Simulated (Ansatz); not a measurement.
Consider the redistribution: `FB[SiH3]` + `[BH2][SnH2][CH2]F` → `[BH2][SnH2][BH]F` + `FC[SiH3]`.

Isolated molecules relaxed with PBE0-D4/def2-TZVP in Ansatz; ΔE leaves out vibrations. CCSD(T)/CBS is the MP2 limit (def2-TZVPP, def2-QZVPP) plus CCSD(T) − MP2 in def2-TZVPP, frozen cores. DFT in def2-TZVPP. B3LYP here is the variant with VWN-RPA as its local correlation; programs differ in this. Elements past krypton have def2 core potentials. For Sn outer-core shells are correlated without core-valence functions, which leaves a few kJ/mol of doubt a bond. One conformer a species, not always the lowest.

| level | ΔE (kcal/mol) | difference from CCSD(T)/CBS |
| --- | --- | --- |
| PBE-D4 | -6.5 | 0.1 |
| r2SCAN-D4 | -7.2 | -0.6 |
| PBE0-D4 | -6.6 | 0.0 |
| B3LYP-D4 | -6.5 | 0.1 |
| ωB97M-V | -7.2 | -0.6 |
| B2PLYP | -6.7 | -0.1 |
| PBE | -6.5 | 0.1 |
| r2SCAN | -7.2 | -0.6 |
| PBE0 | -6.7 | -0.1 |
| B3LYP | -6.5 | 0.1 |
| HF/def2-TZVPP | -6.6 | 0.0 |
| SCS-MP2/def2-TZVPP | -6.7 | -0.1 |
| CCSD(T)/def2-TZVPP | -6.3 | 0.3 |
| SCS-MP2/def2-QZVPP | -6.8 | -0.2 |
| HF/CBS(def2) | -6.8 | -0.2 |
| MP2/CBS(def2) | -7.4 | -0.8 |
| CCSD(T)/CBS | -6.6 | 0 |

Largest T1 diagnostic among the species: 0.015.
